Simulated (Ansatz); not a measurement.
System: C2H7BN (charge 0, doublet). It need not be the lowest isomer of its formula. 
Structure (B3LYP-D3(BJ)/def2-TZVP (Ansatz, a program for electronic structure) minimum search):
```
N
H 1 1.0162
B 1 1.3768 2 119.18
C 1 1.4561 2 113.39 3 180.00
H 4 1.0882 1 108.78 2 180.00
H 4 1.0931 5 108.56 1 -121.18
H 4 1.0931 5 108.56 6 -117.63
C 3 1.5608 1 127.63 2 0.00
H 8 1.0932 3 110.97 1 -121.09
H 8 1.0932 9 106.19 3 120.69
H 8 1.0991 9 107.79 10 115.29
```
Charge 0, spin multiplicity 2.

Dipole moments at this geometry, in debye (magnitudes).

```
level                 program  dipole (D)
--------------------  -------  ----------
PBE/def2-TZVPD         Ansatz        1.82
BLYP/def2-TZVPD        Ansatz        1.77
revPBE/def2-TZVPD      Ansatz        1.82
r2SCAN/def2-TZVPD      Ansatz        1.81
B97M-V/def2-TZVPD      Ansatz        1.71
B3LYP/def2-TZVPD       Ansatz        1.78
PBE0/def2-TZVPD        Ansatz        1.82
r2SCANh/def2-TZVPD     Ansatz        1.80
HSE06/def2-TZVPD       Ansatz        1.82
CAM-B3LYP/def2-TZVPD   Ansatz        1.81
LC-wPBE/def2-TZVPD     Ansatz        1.87
wB97M-V/def2-TZVPD     Ansatz        1.85
wB97X-V/def2-TZVPD     Ansatz        1.87
CCSD(T)/aug-cc-pVDZ    Ansatz        1.92
```
